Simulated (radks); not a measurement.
Problem. The mean radii <r> (bohr) of the occupied orbitals of an atom or ion are listed with their occupations. Method: Dirac Kohn-Sham, PBE, spin-unpolarised, spherical densities, finite nucleus; Fermi nuclear charge, rms radius of each element as measured or else 0.836 A^(1/3) + 0.57 fm; computed with a radial shooting solver on a logarithmic mesh with Libxc functionals.

orbital  occ.      <r>
1s1/2       2  0.08105
2s1/2       2   0.3873
2p1/2       2   0.3486
2p3/2       4   0.3511
3s1/2       2    1.234
3p1/2       2    1.350
3p3/2       3    1.357

Name the element and its charge. Open shells, if any, fill j = l - 1/2 first.

Solution. Z = 19, potassium, charge +2: K2+ in [Ne] 3s2 3p5. The 1s radius gives Z: for a bare nucleus <r> = (2 gamma + 1)/(2Z) with gamma = sqrt(1 - (Z/c)^2), 0.07844 bohr for Z = 19, and screening makes it slightly larger (0.08105 here). The occupations add up to 17, and the charge is Z minus that.
